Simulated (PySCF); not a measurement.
C6H10, SMILES C1C(C)=CCC1. Geometry: PBE-D3(BJ)/def2-SVP. The values are those of a single conformer.

Method: PBE-D3(BJ)/def2-SVP run with PySCF.

Harmonic wavenumbers (cm⁻¹): 148, 176, 237, 316, 428, 564, 630, 778, 808, 854, 875, 903, 922, 974, 986, 1019, 1037, 1101, 1139, 1176, 1208, 1222, 1272, 1280, 1312, 1349, 1397, 1399, 1403, 1407, 1424, 1681, 2932, 2933, 2950, 2984, 2995, 3002, 3013, 3048, 3067, 3116. Rotational constants (GHz): 6.897, 3.010, 2.232; symmetry number 1.

Question: Work out the zero-point energy and the ideal-gas rigid-rotor harmonic-oscillator thermochemistry at 298.15 K and 1 atm.

Answer: ZPE = ½ Σ hcν = ½ × 61466 cm⁻¹ = 367.65 kJ/mol. H − E(el) = 386.68 kJ/mol. Entropy in J/(mol K): translation 163.73, rotation 110.22, vibration 49.48, total 323.42. G − E(el) = 290.25 kJ/mol. Cp = 108.01 J/(mol K). Modes under 150 cm⁻¹ make the vibrational entropy uncertain.
